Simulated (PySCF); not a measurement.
CH7F2NSi2, SMILES C([Si@@H](F)N)[SiH2]F. Coordinates come from a PBE-D3(BJ)/def2-SVP optimisation. The structure was generated by enumeration; whether it is a known compound was not checked. The values are those of a single conformer.

Computed equilibrium geometry at PBE-D3(BJ)/def2-SVP (PySCF confirms it by a frequency run) as bond lengths and angles (one conformer of several):
Atoms: N1 Si2 F3 C4 Si5 F6 H7 H8 H9 H10 H11 H12 H13. Bond lengths (Å): N1–Si2 1.721, N1–H7 1.025, N1–H8 1.022, Si2–F3 1.651, Si2–C4 1.885, Si2–H9 1.497, C4–Si5 1.872, C4–H10 1.112, C4–H11 1.111, Si5–F6 1.655, Si5–H12 1.503, Si5–H13 1.499. Bond angles (°): Si2–N1–H7 119.7, Si2–N1–H8 121.7, H7–N1–H8 112.1, N1–Si2–F3 114.2, N1–Si2–C4 108.5, N1–Si2–H9 108.4, F3–Si2–C4 106.6, F3–Si2–H9 105.2, C4–Si2–H9 114.0, Si2–C4–Si5 115.0, Si2–C4–H10 109.0, Si2–C4–H11 108.6, Si5–C4–H10 108.6, Si5–C4–H11 109.0, H10–C4–H11 106.4, C4–Si5–F6 108.1, C4–Si5–H12 111.6, C4–Si5–H13 112.5, F6–Si5–H12 106.2, F6–Si5–H13 108.2, H12–Si5–H13 110.0.
Charge 0, spin multiplicity 1.
